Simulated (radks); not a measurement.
Q: The mean radii <r> (bohr) of the occupied orbitals of an atom or ion are listed with their occupations. All-electron calculation, Dirac Kohn-Sham, RPBE, spin-unpolarised, spherical densities, finite nucleus; Fermi nuclear charge, rms radius of each element as measured or else 0.836 A^(1/3) + 0.57 fm. Program: a radial shooting solver on a logarithmic mesh with Libxc functionals.

| orbital | occ. | <r> |
|---|---|---|
| 1s1/2 | 2 | 0.05211 |
| 2s1/2 | 2 | 0.2348 |
| 2p1/2 | 2 | 0.2039 |
| 2p3/2 | 4 | 0.2072 |
| 3p1/2 | 2 | 0.7080 |
| 3p3/2 | 4 | 0.7166 |
| 3d3/2 | 4 | 0.7644 |
| 3d5/2 | 4 | 0.7674 |
| 4d3/2 | 2 | 2.798 |

Name the element and its charge. Open shells, if any, fill j = l - 1/2 first.

A: Z = 29, copper, charge +3: Cu3+ in [Ne] 3p6 3d8 4d2. The 1s radius gives Z: for a bare nucleus <r> = (2 gamma + 1)/(2Z) with gamma = sqrt(1 - (Z/c)^2), 0.05094 bohr for Z = 29, and screening makes it slightly larger (0.05211 here). The occupations add up to 26, and the charge is Z minus that.
